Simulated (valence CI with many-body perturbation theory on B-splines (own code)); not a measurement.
# As28+: magnetic and hyperfine properties of the levels

Computed by relativistic CI+MBPT: three valence electrons over a frozen Dirac-Fock core [He], radial functions for each j: 11 s, 11 p, 10 d, 8 f, 5 g, 2 h, with the one-electron correlation potential Σ1 (screened to all orders), the two-electron term Σ2, the three-electron term Σ3, Breit, model QED; selected single and double excitations, second order for the rest, scaled by the run's own slope (own B-spline code, finite nucleus).

The last digits are not significant, and no measured levels were compared; by estimate large intervals hold to a few tenths of a per cent, small ones and those within an open d or f shell to about a per cent.

A/g_I is the dipole constant over the nuclear g factor μ/I (μ in nuclear magnetons, uniformly magnetised nucleus), B/Q the quadrupole constant per barn. Both hold the static response of the core; the bare values leave it out. Large factors of s and p1/2 electrons are usually good to 5 to 10 %; those of open d and f shells near neutrality can be off by tens of per cent, and small factors of p3/2, d and f electrons come from cancelling terms and can be off by a factor of two or in sign, in half-filled shells by more. B is blank for J = 1/2, where it vanishes, and for nearly pure S terms. Energies count from the lowest level.

Levels are named by their leading jj configuration (3d3/2^4 stands for four electrons in 3d with j = 3/2), which in mixed levels can hold well under half, so a name can repeat and another be missing. Letters in brackets count levels of one name in rising energy.

```csv
Level,E (eV),g,A/g_I (MHz),A/g_I bare,B/Q (MHz/b),B/Q bare
(2s^2 2p1/2) J=1/2,0.0,0.657,354000,350000,,
(2s^2 2p3/2) J=3/2,41.8,1.327,63900,66700,118000,118000
(2s 2p1/2^2) J=1/2,74.8,2.546,808000,799000,,
(2s 2p1/2 2p3/2) J=3/2 [a],99.4,1.711,283000,282000,94900,95200
(2s 2p1/2 2p3/2) J=5/2,113.5,1.507,308000,307000,-47300,-47400
(2s 2p1/2 2p3/2) J=3/2 [b],145.8,0.871,-22900,-18600,131000,131000
(2s 2p1/2 2p3/2) J=1/2,157.0,1.099,37300,38300,,
(2s 2p3/2^2) J=5/2,162.4,1.280,295000,291000,166000,166000
(2s 2p3/2^2) J=1/2,201.7,1.672,999000,977000,,
(2s 2p3/2^2) J=3/2,203.1,1.266,-108000,-99300,-84000,-84200
(2p1/2^2 2p3/2) J=3/2,236.9,1.663,27700,37300,57100,57300
(2p1/2 2p3/2^2) J=3/2,269.0,1.197,24800,28100,70400,70600
(2p1/2 2p3/2^2) J=5/2,278.9,1.193,118000,120000,-786,-788
(2p1/2 2p3/2^2) J=1/2,301.7,0.657,355000,349000,,
(2p3/2^3) J=3/2,331.0,1.256,63300,67100,-126000,-126000
(2s^2 3s) J=1/2,1727.8,1.999,321000,316000,,
(2s^2 3p1/2) J=1/2,1757.8,0.667,95700,94600,,
(2s^2 3p3/2) J=3/2,1769.5,1.335,43100,43400,35500,35600
(2s 2p1/2 3s) J=1/2 [a],1787.1,2.536,665000,653000,,
(2s 2p1/2 3s) J=3/2,1795.1,1.657,514000,506000,-63000,-63200
(2s^2 3d3/2) J=3/2,1796.3,0.797,14500,14400,6730,6840
(2s^2 3d5/2) J=5/2,1799.9,1.198,5530,5520,9150,9300
(2s 2p1/2 3s) J=1/2 [b],1805.5,0.733,392000,387000,,
(2s 2p1/2 3p1/2) J=1/2 [a],1813.0,0.207,-78100,-75500,,
(2s 2p1/2 3p1/2) J=3/2,1820.3,1.212,433000,427000,-47100,-47300
(2s 2p3/2 3s) J=5/2,1827.7,1.594,325000,322000,120000,121000
(2s 2p1/2 3p3/2) J=3/2 [a],1830.4,1.460,98600,98000,19800,19900
(2s 2p1/2 3p1/2) J=1/2 [b],1833.3,2.041,935000,920000,,
(2s 2p1/2 3p3/2) J=1/2,1835.9,1.237,-366000,-359000,,
(2s 2p1/2 3p3/2) J=5/2,1836.5,1.379,260000,257000,-8910,-8960
(2s 2p3/2 3s) J=3/2 [a],1839.3,1.372,346000,343000,95300,95700
(2s 2p1/2 3p3/2) J=3/2 [b],1841.2,1.234,148000,146000,40300,40400
(2s 2p1/2 3d3/2) J=3/2 [a],1848.8,0.499,-106000,-104000,15700,15900
(2s 2p1/2 3d3/2) J=5/2,1854.3,1.088,128000,126000,-10500,-10500
(2s 2p1/2 3d5/2) J=5/2 [a],1860.7,1.378,183000,179000,91.1,175
(2s 2p3/2 3p1/2) J=3/2 [a],1861.4,1.564,373000,369000,80600,80900
(2s 2p1/2 3d5/2) J=7/2,1862.9,1.272,183000,180000,-38900,-38900
(2s 2p1/2 3d3/2) J=3/2 [b],1863.4,1.307,81900,80300,21600,21700
(2s 2p1/2 3d3/2) J=1/2,1864.0,0.293,-408000,-402000,,
(2s 2p3/2 3p1/2) J=5/2,1864.0,1.407,281000,279000,80800,81100
```

**Question.** Take the isotope of mass number 75, with I = 3/2, μ = 1.4383 μN and Q = 0.311 b. What is the hyperfine structure of (2s 2p3/2^2) J=5/2?

**Answer.** From the table A = 283000 MHz, B = 51500 MHz. Shifts from the centre of gravity in MHz: F = 1: -1450000, F = 2: -925000, F = 3: -99100, F = 4: 1070000.
